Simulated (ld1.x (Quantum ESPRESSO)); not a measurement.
## Plane-wave convergence, TM potential for molybdenum (Mo)

```json
{
  "Element": "molybdenum (Mo)",
  "Generator": "ld1.x (Quantum ESPRESSO) 7.5",
  "Type": "norm-conserving Troullier–Martins (Kleinman–Bylander form)",
  "Functional": "PBE",
  "Relativity": "scalar-relativistic",
  "Frozen core": "[Ar] 3d10",
  "Valence charge": "14",
  "Reference configuration": "4s2 4p6 4d4 5s0 5p0 (charge +2)",
  "Partial waves": "4s (bound): rc 1.85 bohr; 4p (bound): rc 2.00 bohr; 4d (bound): rc 2.45 bohr",
  "Local potential": "all-electron potential smoothed inside 1.75 bohr (lloc = -1)",
  "Core correction": "a·sin(br)/r model core, default radius (core density twice the valence density)"
}
```

The pseudo-atom Hamiltonian at the reference potential is diagonalised in spherical Bessel functions j_l(qr) that vanish at 20 bohr, with q² up to the cutoff. All-electron valence levels (Ry): 4s -6.0823, 5s -1.3012, 4p -4.1711, 5p -0.9326, 4d -1.5307.

Problem. How do the lowest levels (Ry) of each channel move with the cutoff, and are there ghosts?

Solution.

```csv
cutoff (Ry),s #1,s #2,s #3,p #1,p #2,d #1,d #2,f #1,Σ f·Δε (mRy)
8,-6.0232,-1.2919,-0.5049,-3.3641,-0.8217,-1.0603,-0.4027,-0.3070,6841.6
10,-6.0341,-1.3031,-0.5092,-3.6747,-0.8628,-1.1659,-0.4242,-0.3077,4534.3
15,-6.0404,-1.3054,-0.5104,-4.0897,-0.9062,-1.3586,-0.4582,-0.3086,1260.8
18,-6.0576,-1.3062,-0.5105,-4.1415,-0.9090,-1.4565,-0.4734,-0.3088,523.6
25,-6.0757,-1.3078,-0.5108,-4.1701,-0.9095,-1.5157,-0.4824,-0.3089,79.1
30,-6.0800,-1.3082,-0.5109,-4.1707,-0.9101,-1.5279,-0.4843,-0.3090,18.3
35,-6.0805,-1.3082,-0.5109,-4.1707,-0.9107,-1.5304,-0.4848,-0.3090,7.0
45,-6.0811,-1.3085,-0.5110,-4.1710,-0.9113,-1.5307,-0.4848,-0.3090,3.2
50,-6.0818,-1.3087,-0.5111,-4.1710,-0.9114,-1.5307,-0.4848,-0.3090,1.4
60,-6.0822,-1.3089,-0.5112,-4.1711,-0.9114,-1.5307,-0.4848,-0.3090,0.2
70,-6.0822,-1.3089,-0.5112,-4.1711,-0.9114,-1.5307,-0.4848,-0.3090,0.1
400,-6.0823,-1.3089,-0.5112,-4.1711,-0.9114,-1.5307,-0.4848,-0.3090,0.0
```

Result: no extra level below or beside the all-electron valence levels (s, p, d, f tested); 10 mRy is reached at 35 Ry and 1 mRy at 55 Ry.
